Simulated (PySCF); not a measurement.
## Two-component Hartree-Fock for Sn⁺ (tin, charge +1)

Start: [Kr] 4d10 5s2 5d1; 5d5/2 filled at m_j = +5/2. Calculated with PySCF 2.14 in x2c-TZVPall-2c with one added diffuse shell each of s, p, d, f type (9s10p6d3f, 90 functions): generalised Hartree-Fock with the X2C-1e Hamiltonian and a Gaussian nucleus; one run each with spin-orbit coupling (SO) switched off, then screened by Boettger's factors. This is a chosen level, not necessarily the ground level.

```tsv
spinor shell	electrons	ε, spin-free (eV)	ε, screened SO (eV)	weight of nominal j (screened SO)	rms radius, screened SO (bohr)
1s1/2	2	-29359.0	-29356.3	1.000	0.0333
2s1/2	2	-4535.2	-4534.4	1.000	0.136
2p1/2	2	-4065.4	-4225.4	1.000	0.118
2p3/2	4	-4065.4	-3992.5	1.000	0.123
3s1/2	2	-924.57	-924.40	1.000	0.361
3p1/2	2	-767.24	-797.41	1.000	0.354
3p3/2	4	-767.24	-753.44	1.000	0.366
3d3/2	4	-525.74	-530.98	1.000	0.340
3d5/2	6	-525.74	-522.11	1.000	0.343
4s1/2	2	-171.80	-171.78	1.000	0.874
4p1/2	2	-121.84	-127.32	1.000	0.931
4p3/2	4	-121.84	-119.36	1.000	0.960
4d3/2	4	-47.316	-47.996	1.000	1.17
4d5/2	6	-47.316	-46.875	1.000	1.18
5s1/2	2	-23.270	-23.284	1.000	2.45
5d5/2	1	-6.013	-6.003	1.000	5.84
```

```
   quantity    spin-free  screened SO
E (hartree)  -6172.51282  -6173.97387
        M_J          5/2          5/2
       ⟨J²⟩        8.751        8.751
       ⟨L²⟩        6.001        6.019
       ⟨S²⟩        0.750        0.768
```

Breit and QED terms are absent; they matter most for the inner s and p1/2 levels.

Densities and radii are taken from the X2C orbitals without a picture-change correction, which distorts them close to the nucleus.

Without spin-orbit coupling the j labels of p, d and f shells carry no meaning; the spin-free column gives the mean over the occupied spinors of each nl shell.
